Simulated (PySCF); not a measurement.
SMILES CC(=O)[SiH2]N, GFN2-xTB optimised geometry.

```
12

C     -0.48    -1.58    -0.02
C      0.32    -0.30     0.00
O      1.53    -0.30     0.00
Si    -0.68     1.34     0.00
N     -1.79     1.18     1.32
H     -1.20    -1.57     0.79
H      0.17    -2.45     0.05
H     -1.04    -1.61    -0.95
H     -1.53     1.42    -1.19
H      0.28     2.45     0.06
H     -1.43     0.92     2.22
H     -2.51     1.87     1.43
```

Density from PBE0/def2-TZVP in PySCF at that geometry.

Minimum of the electron density along straight lines between bonded atoms, close to the bond critical point (lines longer than 1.1 times the sum of covalent radii, or with two minima, are not listed):

```tsv
bond	length / Å	ρ at the minimum / e bohr⁻³	∇²ρ there / e bohr⁻⁵	position (fraction from the first atom)
C1–C2	1.505	0.261	-0.68	0.49
C2–O3	1.211	0.417	___	0.33
C2–Si4	1.924	___	0.15	0.62
Si4–N5	1.725	0.132	___	0.40
C1–H6	1.087	0.277	-0.95	0.64
C1–H7	1.088	0.279	-0.96	0.64
C1–H8	1.089	0.275	-0.93	0.64
Si4–H9	1.463	0.125	0.19	0.49
Si4–H10	1.465	0.126	0.17	0.49
N5–H11	1.009	0.336	-1.65	0.74
N5–H12	1.008	0.337	-1.66	0.74
```

Task: Complete the blanks.

Result: 
- C2–O3, ∇²ρ there / e bohr⁻⁵: 0.01
- C2–Si4, ρ at the minimum / e bohr⁻³: 0.117
- Si4–N5, ∇²ρ there / e bohr⁻⁵: 0.56
